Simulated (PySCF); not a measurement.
## s to d promotion along the 3d series

All values are computed (PySCF 2.14, energy differences of UHF-based or UKS calculations, no spin-orbit coupling). Basis: x2c-QZVPPall with one added diffuse shell each of s, p, d, f, g type, spin-free X2C. Energy of d^(n+1) s¹ above d^n s² in eV (negative where d^(n+1) s¹ lies lower), between high-spin terms; measured values are centres of gravity of the terms (NIST).

```json
{"element": "V", "terms": "3d3 4s2 (4F) → 3d4 4s1 (6D)", "UHF": "0.402", "LDA": "-0.798", "PBE": "-0.682", "r2SCAN": "-0.593", "PBE0": "-0.407", "MP2 (valence and next inner shell)": "-0.094", "measured": "0.245"}
{"element": "Cr", "terms": "3d4 4s2 (5D) → 3d5 4s1 (7S)", "UHF": "-0.853", "LDA": "-1.933", "PBE": "-1.873", "r2SCAN": "-1.968", "PBE0": "-1.611", "MP2 (valence and next inner shell)": "-1.458", "measured": "-1.003"}
{"element": "Fe", "terms": "3d6 4s2 (5D) → 3d7 4s1 (5F)", "UHF": "2.109", "LDA": "0.141", "PBE": "0.057", "r2SCAN": "n/a", "PBE0": "0.513", "MP2 (valence and next inner shell)": "0.421", "measured": "0.875"}
{"element": "Co", "terms": "3d7 4s2 (4F) → 3d8 4s1 (4F)", "UHF": "1.948", "LDA": "-0.392", "PBE": "-0.273", "r2SCAN": "-0.047", "PBE0": "0.208", "MP2 (valence and next inner shell)": "-0.321", "measured": "0.417"}
```

Problem. Estimate the missing row, Mn.

Solution. The calculation gives UHF 3.384; LDA 1.188; PBE 1.059; r2SCAN 1.417; PBE0 1.577; MP2 (valence and next inner shell) 1.872. The measured value is 2.145.

Problem. Which way does each method err?

Solution. Mean (and mean absolute) errors over the 4 elements with all values: UHF 0.77 (0.77) eV; LDA -0.93 (0.93) eV; PBE -0.89 (0.89) eV; r2SCAN -0.75 (0.75) eV; PBE0 -0.51 (0.51) eV; MP2 (valence and next inner shell) -0.45 (0.45) eV. A negative mean favours the extra d electron, a positive one the s² configuration.
